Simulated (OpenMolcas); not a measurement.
**Dy2+: moving the ligands**

Dy2+ with 6 ligands (chloride) in trigonal antiprismatic coordination (D3d) at 2.83 Å, a polar angle of 51.5° against the regular 54.74°. A charge of +0.667 e stands 3.2 Å behind each ligand. Ligand basis ANO-RCC-VDZP.
```
Dy    0.0000    0.0000    0.0000
Cl    0.0000    2.2133    1.7636
Cl   -1.9168   -1.1066    1.7636
Cl    1.9168   -1.1066    1.7636
Cl    0.0000   -2.2133   -1.7636
Cl    1.9168    1.1066   -1.7636
Cl   -1.9168    1.1066   -1.7636
```

```yaml
Program: OpenMolcas
Method: CASSCF
Basis: ANO-RCC-VDZP [7s6p4d2f1g]
Scalar_Hamiltonian: DKH2, point nucleus
Active_space: 10 electrons in 7 orbitals (4f)
State_averaging: 2S+1 = 5 even, 35 roots (33 in the spin-orbit step); 2S+1 = 3 even, 106 roots kept (CI in the orbitals of an earlier block); 2S+1 = 1 even, 44 roots kept (CI in the orbitals of an earlier block, 31 in the spin-orbit step)
Spin-orbit_coupling: state interaction with AMFI integrals over the reference wave functions
```

Runs around this geometry, states (labels of D3, the rotations of D3d). Energies in cm-1 above the lowest state or level, χT in cm3 K/mol.

```
R (Å)  Ground state  First state of that spin  First gap with spin-orbit (degeneracies)  Width of lowest J  χT at 300 K
 2.68           5A2                  5A1 17.0                               12.8 (2, 2)                126       13.898
 2.83           5A2                  5A1 12.5                               10.5 (2, 2)                104       13.924
 2.93           5A2                   5A1 9.4                                9.0 (2, 2)                 92       13.935
```

Taking the width of the lowest J multiplet as R^-n, n = -ln(92 / 126) / ln(2.93 / 2.68) = 3.5 between the shortest and longest distance.

High states are left out of the spin-orbit mixing, which shifts the levels that they would mix with. Without dynamic correlation the ligand-field splitting of an f shell can come out too small, at times by half. A group larger than the point group allows holds several states that coincide in this model. No measured value stands beside these numbers; the geometry is a model, was not optimised and need not be the one that this ion takes.
